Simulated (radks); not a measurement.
All-electron atom: Sb16+ in [Ar] 3d10 4s2 4p5.

Method: non-relativistic Kohn-Sham, PBE, spin-polarised, spherical densities, point nucleus; open shells are filled with parallel spins first (spin-orbit coupling, left out, can overturn this in heavy ions); relativity is left out, which matters for an element this heavy; computed with a radial shooting solver on a logarithmic mesh with Libxc functionals.

Energy parts (eV):
part                       energy
total                 -169230.639
kinetic                169182.144
electron-nucleus      -387977.347
Hartree                 53690.901
exchange-correlation    -4126.337

Orbitals (lengths in bohr, moments of r in powers of bohr; <r^-3> diverges for s and p1/2; r(90%) holds 90 % of the orbital's charge):
orbital  occ.  eigenvalue (eV)  <r^-3>  r(90%)  <1/r>     <r^2>
1s up       1        -29572.57       -  0.0530  50.47  0.001189
1s down     1        -29572.19       -  0.0530  50.47  0.001189
2s up       1        -4736.025       -   0.198  11.56   0.01941
2s down     1        -4735.809       -   0.198  11.56   0.01941
2p up       3        -4463.680    4327   0.178  11.57   0.01460
2p down     3        -4463.321    4327   0.178  11.56   0.01460
3s up       1        -1231.018       -   0.500  4.214    0.1330
3s down     1        -1230.637       -   0.500  4.215    0.1329
3p up       3        -1118.241   809.6   0.496  4.141    0.1274
3p down     3        -1117.802   809.5   0.496  4.141    0.1273
3d up       5        -910.3434   130.9   0.472  4.010    0.1072
3d down     5        -909.9109   130.9   0.472  4.011    0.1072
4s up       1        -477.9344       -    1.06  1.869    0.6231
4s down     1        -475.7221       -    1.06  1.869    0.6238
4p up       3        -435.9441   198.5    1.09  1.801    0.6541
4p down     2        -433.7646   198.5    1.09  1.800    0.6552
4d up       0        -362.9041   29.07    1.16  1.665    0.7147
4d down     0        -360.8489   29.05    1.16  1.663    0.7166
5s up       0        -249.8631       -    1.88  1.026     2.039
5s down     0        -249.0547       -    1.88  1.025     2.046

The highest occupied level is 4p down at -433.76 eV. The density falls to 0.001 e/bohr^3 at r = 1.77 bohr.
